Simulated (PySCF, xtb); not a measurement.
heptafluorocyclopentane (C5H3F7), SMILES FC1CC(F)(F)C(F)(F)C1(F)F. The values are those of a single conformer.

Harmonic wavenumbers (cm⁻¹) from GFN2-xTB (xtb) at its own minimum, in rising order: 21, 66, 151, 182, 196, 253, 266, 289, 324, 338, 367, 445, 450, 485, 556, 576, 609, 661, 696, 868, 921, 974, 1013, 1060, 1083, 1094, 1118, 1126, 1152, 1169, 1191, 1197, 1254, 1274, 1306, 1408, 2957, 3008, 3016.

Task: What does PBE0-D3(BJ)/def2-SVP (PySCF) give at its own minimum? (Estimate from the structure and the level; the computed values follow.)

Result: 19, 109, 189, 226, 264, 276, 301, 327, 337, 370, 397, 472, 507, 515, 612, 640, 662, 722, 745, 877, 991, 1017, 1051, 1136, 1183, 1217, 1230, 1266, 1285, 1294, 1316, 1350, 1371, 1396, 1418, 1432, 3117, 3130, 3194. Paired by order, the mean absolute difference is 73 cm⁻¹ and the zero-point energies are 50.2 and 54.3 kcal/mol.
